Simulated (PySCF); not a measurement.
C2H6GeN2, SMILES [NH2][Ge@H]1[CH]=N[CH2]1. Atoms are numbered in the order given.

```xyz
11

N      1.9309    -0.0071     0.8072
Ge     0.4160    -0.2084    -0.2340
C     -1.3210    -0.7114     0.6131
N     -2.0015     0.3005     0.1871
C     -1.0554     1.1759    -0.5299
H      2.7970     0.1644     0.2856
H      1.8582     0.6737     1.5702
H      0.8997    -1.0316    -1.4693
H     -1.7925    -1.5194     1.2091
H     -0.9333     2.1454    -0.0022
H     -1.3897     1.3952    -1.5663
```

Coordinates come from a PBE-D3(BJ)/def2-SVP optimisation. The structure was generated by enumeration; whether it is a known compound was not checked. One conformer was computed; it need not be the lowest.

Calculation: PBE-D3(BJ)/def2-SVP in PySCF.

Frequencies are harmonic and unscaled.

```tsv
mode	ν (cm⁻¹)	IR (km/mol)	moving atoms (share of kinetic energy)
1	97	3.0	N 57 %, Ge 21 %, H 20 %
2	163	4.2	N 32 %, H 31 %, C 25 %, Ge 11 %
3	240	30.6	H 83 %, N 10 %
4	328	3.9	H 43 %, C 29 %, N 25 %
5	407	1.9	C 41 %, Ge 27 %, N 23 %, H 10 %
6	449	160.1	H 68 %, N 25 %
7	522	31.5	C 57 %, H 26 %, Ge 10 %
8	594	24.7	H 89 %
9	613	31.4	H 82 %, C 9 %
10	678	50.7	N 56 %, H 25 %, Ge 17 %
11	719	49.1	H 68 %, C 23 %
12	770	35.0	N 37 %, C 36 %, H 27 %
13	874	11.9	H 83 %, C 15 %
14	877	30.0	H 85 %, N 11 %
15	944	9.7	C 62 %, N 26 %, H 11 %
16	1092	3.2	H 80 %, C 16 %
17	1106	2.2	H 76 %, C 20 %
18	1207	23.5	H 72 %, C 17 %, N 11 %
19	1367	1.4	H 91 %, C 9 %
20	1490	16.6	H 91 %, N 9 %
21	1585	19.5	C 49 %, N 47 %
22	2023	176.6	H 99 %
23	2986	21.6	H 95 %
24	3043	31.0	H 91 %, C 9 %
25	3046	6.6	H 90 %, C 10 %
26	3454	13.0	H 96 %
27	3558	15.2	H 91 %, N 9 %
```
